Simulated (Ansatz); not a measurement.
```yaml
crystal:
  periodic: [false, false, false]
  atoms:
    - {symbol: C, position_ang: [-1.031290, 0.153011, 1.397068]}
    - {symbol: C, position_ang: [0.243661, 0.322287, 0.574491]}
    - {symbol: C, position_ang: [1.270359, -0.745647, 0.942730]}
    - {symbol: Zn, position_ang: [-0.121199, 0.363660, -1.343586]}
    - {symbol: N, position_ang: [-0.487529, 0.267992, -3.127802]}
    - {symbol: H, position_ang: [-0.807541, 0.165175, 2.472293]}
    - {symbol: D, position_ang: [-1.760186, 0.946123, 1.209049]}
    - {symbol: H, position_ang: [-1.525934, -0.800944, 1.189048]}
    - {symbol: H, position_ang: [0.673384, 1.302020, 0.817620]}
    - {symbol: H, position_ang: [0.912046, -1.752430, 0.706536]}
    - {symbol: H, position_ang: [2.222607, -0.608856, 0.423012]}
    - {symbol: H, position_ang: [1.482599, -0.729579, 2.020276]}
    - {symbol: H, position_ang: [0.255400, 0.416203, -3.795110]}
    - {symbol: H, position_ang: [-1.326376, 0.701005, -3.485624]}
basis:
  gaussian: {orbitals: aug-pcseg-2, final_grid: {core_spheres: 5, valence_spheres: 4, degree: 11}, nuclear_model: gaussian}
hamiltonian: {xc: {name: CAM-B3LYP}}
output: {forces: true}
```

```sh
$ ansatz run in.yaml --threads 4 --pin off --events-out ev --progress --plain --max-ram 11315MiB
```

Output, abridged:

```
Error: YAML parse error: error: line 10 column 16: `D` is not an element symbol (H … Og, case-exact)
 8 |     - {symbol: N, position_ang: [-0.487529, 0.267992, -3.127802]}
 9 |     - {symbol: H, position_ang: [-0.807541, 0.165175, 2.472293]}
10 |     - {symbol: D, position_ang: [-1.760186, 0.946123, 1.209049]}
11 |     - {symbol: H, position_ang: [-1.525934, -0.800944, 1.189048]}
12 |     - {symbol: H, position_ang: [0.673384, 1.302020, 0.817620]}
```

In this input an element symbol is wrong. The program refused the input.
